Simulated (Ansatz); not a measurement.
```xyz
11

C     0.2372   -1.2024    0.7423
N    -0.0315    0.0087   -0.0399
Al   -1.2875    1.1536    0.5213
Al    0.9709    0.3659   -1.4793
H    -0.3378   -2.0581    0.3722
H     1.2937   -1.4871    0.7050
H    -0.0261   -1.0732    1.7972
H    -1.5913    2.4286   -0.3643
H    -2.0197    0.8338    1.8920
H     2.1653   -0.6230   -1.8146
H     0.6270    1.6532   -2.3317
```

Total charge 0; spin multiplicity 1.

List the ωB97M-V/def2-TZVPP orbital energies in eV (Ansatz 0.2.0). (Estimate.)

Computed: Occupied: -1531.68, -1531.68, -393.89, -282.11, -116.33, -116.32, -75.99, -75.99, -75.81, -75.80, -75.80, -75.79, -26.28, -20.70, -15.62, -14.71, -14.49, -13.08, -12.55, -10.85, -10.67, -10.36, -9.64. Lowest empty: 0.54, 0.69, 1.72, 2.55, 2.82, 3.00, 3.41, 4.16.
